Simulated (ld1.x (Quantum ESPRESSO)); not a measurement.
LDA (PZ) ultrasoft dataset for Mg (Z = 12), non-relativistic all-electron reference.

ld1.x (Quantum ESPRESSO) 7.5 input, shortened:

```
&input
   title='Mg', zed=12., rel=0, dft='PZ', iswitch=3,
   config='[Ne] 3s2 3p0 3d-2'
 /
 &inputp
   pseudotype=3, tm=.true., lloc=-2, rcloc=3.25,
   nlcc=.false.,
   which_augfun='PSQ', rmatch_augfun_nc=.true.
 /
6
3S  1  0   2.00   0.00  2.55  2.90  0.0
3S  1  0   0.00   0.30  2.55  2.90  0.0
3P  2  1   0.00   0.00  2.85  3.80  0.0
3P  2  1   0.00   0.40  2.85  3.80  0.0
3D  3  2  -2.00  -0.05  2.15  2.85  0.0
3D  3  2  -2.00   1.90  2.15  2.85  0.0
 &test
   configts(1)='3s2 3p0'
 /
```

Results:

```json
{
 "Configuration tests": "test run stopped at test 1 of 7 (negative rho)",
 "Lowest eigenvalue of the overlap operator": "-1228.44 (p channel); it is negative, so in a basis up to 400 Ry S is not positive definite and the file is unfit for use",
 "Density cutoff estimated by the generator": "107 Ry"
}
```

The ghost test of this file was not conclusive. Its overlap operator is not positive definite in a basis up to 400 Ry (lowest eigenvalue p -1228.44), so the file is unfit for use: the generalised eigenproblem breaks down once the basis is large enough, and its test numbers describe a broken file.

Generation and tests took about 0.47 s on one core of a shared server CPU.
